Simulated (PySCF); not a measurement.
# Finite-field polarisability of Se (selenium, neutral)

[Ar] 3d10 4s2 4p4, high-spin 3P determinant. Computed with PySCF 2.14 in def2-TZVPPD (7s6p5d1f, 57 functions), with no relativity, point nucleus. Frozen: [Ar] 3d10. Energy changes in a uniform field (μhartree):

```tsv
axis	F (au)	HF	MP2	CCSD	CCSD(T)
x	0.0029	-99.050	-99.405	-99.008	-99.278
x	0.0058	-396.330	-397.771	-396.184	-397.270
y	0.0027	-103.764	-105.269	-104.840	-105.495
y	0.0054	-415.365	-421.427	-419.713	-422.349
```

By symmetry the remaining axis equals x.

(1) Derive α along x at CCSD(T) from the two fields.

(2) And the mean polarisability at each level?

CCSD(T) lies more than 5 % below the reference, which points to too few diffuse and polarisation functions.

Answers

(1) With ΔE = −αF²/2 − γF⁴/24, α = −(16 ΔE(F) − ΔE(2F))/(6F²) = 23.61 bohr³.

(2) The components xx, yy, zz at CCSD(T) are 23.61, 28.93, 23.61, the third axis being equal by symmetry to one of the two computed. Means: HF 25.19, MP2 25.38, CCSD 25.28, CCSD(T) 25.38 bohr³. Reference: 28.9 ± 1 bohr³ (recommended; Schwerdtfeger and Nagle, table of static dipole polarizabilities (2023 update)).
